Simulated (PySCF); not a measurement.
**A composite method against measured constants**

PySCF. The composite is CCSD(T) extrapolated to the basis-set limit from two correlation-consistent sets, with core-valence (CV) and scalar-relativistic (SR) terms as its label shows; it has no spin–orbit coupling and nothing beyond (T). Measured values: Huber and Herzberg, Constants of Diatomic Molecules (1979).

| molecule | composite | Re computed (Å) | Re measured (Å) | ωe computed (cm⁻¹) | ωe measured (cm⁻¹) |
| --- | --- | --- | --- | --- | --- |
| SiS | CCSD(T)/CBS(TQ)+CV+SR | 1.9291 | 1.929321 | 756.7 | 749.64 |
| O2 | CCSD(T)/CBS(TQ)+CV+SR | 1.2043 | 1.20752 | 1610.0 | 1580.193 |
| SnS | CCSD(T)/CBS(DT)+CV | 2.2118 | 2.209026 | 488.3 | 487.26 |
| LiI | CCSD(T)/CBS(TQ)+CV | 2.3976 | 2.391924 | 499.5 | 498.16 |
| Li2 | CCSD(T)/CBS(TQ)+CV+SR | 2.6778 | 2.6729 | 350.8 | 351.43 |
| NaH | CCSD(T)/CBS(TQ)+SR | 1.8847 | 1.8874 | 1170.1 | 1172.2 |
| TlBr | CCSD(T)/CBS(DT)+CV | 2.6375 | 2.618191 | 191.6 | 192.1 |
| SO | CCSD(T)/CBS(TQ)+CV+SR | 1.4816 | 1.481087 | 1160.5 | 1149.22 |

Task: Give the mean absolute errors, and the molecules missed most.

Result: Re 4.9 mÅ, most for TlBr (+19.3 mÅ); ωe 6.7 cm⁻¹, most for O2 (+29.8 cm⁻¹).

The molecules are drawn from runs that passed checks on state, spin purity and fit, so the hardest cases are missing and the errors look smaller than over all diatomics.

Correlated steps freeze the inner cores (1 to 13 orbitals); shallow outer-core shells are correlated. These are scalar-relativistic numbers at best; spin–orbit coupling would shift them, the dissociation energy most. The CCSD T1 diagnostic is raised in SiS, SnS, a sign that a single reference may not be enough there. States were picked by a PBE0 search and need not be the measured ground states.
